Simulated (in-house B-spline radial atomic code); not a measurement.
## Removing one electron from Sn III (Sn2+)

Closed shell [Kr] 4d10 5s2. Computed with a B-spline radial code for spherical atoms: Koopmans values of Dirac-Hartree-Fock plus a diagonal self-energy, in second order or with its direct term screened (direct RPA, with the hole-particle interaction, or full time-dependent Hartree-Fock), linearised in energy; no-pair Dirac-Coulomb Hamiltonian, finite nucleus. Shifts add to the Koopmans value (the ΔSCF shift is orbital relaxation alone); the final value takes TDHF screening with Breit and QED.

Command:
```bash
python run_mb.py task.json out
```
Settings (nuclear radius in fm, box in bohr, cutoff in hartree):
```
basis_form          2
Z                   50
core_configuration  [Kr] 4d10 5s2
rms_radius          4.6519
mass_number         120
speed_of_light      137.036
box_radius          16.642
lmax                7
intervals           64
virtual_cutoff      10000.0
```

Time taken, with all properties: 83 s on 1 thread of Arm Neoverse N1, with other jobs on the host.

Energies in eV:

| subshell | Koopmans | ΔSCF shift | second order | direct RPA | hole-particle | TDHF | Breit + QED | final |
| --- | --- | --- | --- | --- | --- | --- | --- | --- |
| 5s1/2 | 28.791 | -0.242 | ? | ? | ? | ? | ? | ? |

Problem. What does the self-energy do to 5s1/2?

Solution. It shifts the removal energy by 1.957 eV in second order, 0.966 with direct RPA, 1.084 with the hole-particle term and 1.278 with TDHF screening (quasi-particle weight 0.966); Breit and QED add -0.029 eV. The final value is 30.04 eV, against 30.506 ± 0.003 eV (NIST, measured).
